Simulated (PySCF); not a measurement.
CdI2. Atoms are numbered in the order given.

```xyz
3

Cd     0.0000     0.0000     0.0000
I      0.0000     0.0000    -2.5921
I      0.0000     0.0000     2.5921
```
Charge 0, spin multiplicity 1.

Geometry optimised at r2SCAN-D4/def2-SVP. The isomer is the one that the SMILES or the coordinates give; other isomers of the formula were not compared. The def2 effective core potentials stand for the cores of Cd, I; spin–orbit coupling is left out.

Level of theory: r2SCAN/def2-TZVPD in PySCF.

Isolated molecule, no solvent.

```yaml
total_energy: -763.58971 hartree
point_group: D∞h
highest_occupied_level: -6.91 eV
lowest_empty_level: -3.00 eV
orbital_gap: 3.90 eV
dipole_moment: 0.000 e·Å
quadrupole, principal values (traceless, Buckingham form, about the centre of nuclear charge): -5.59, 2.80, 2.80 D·Å
mean_static_polarisability: 110.3 bohr³ (16.35 Å³)
polarisability_principal_values: 81.3, 81.3, 168.5 bohr³
```
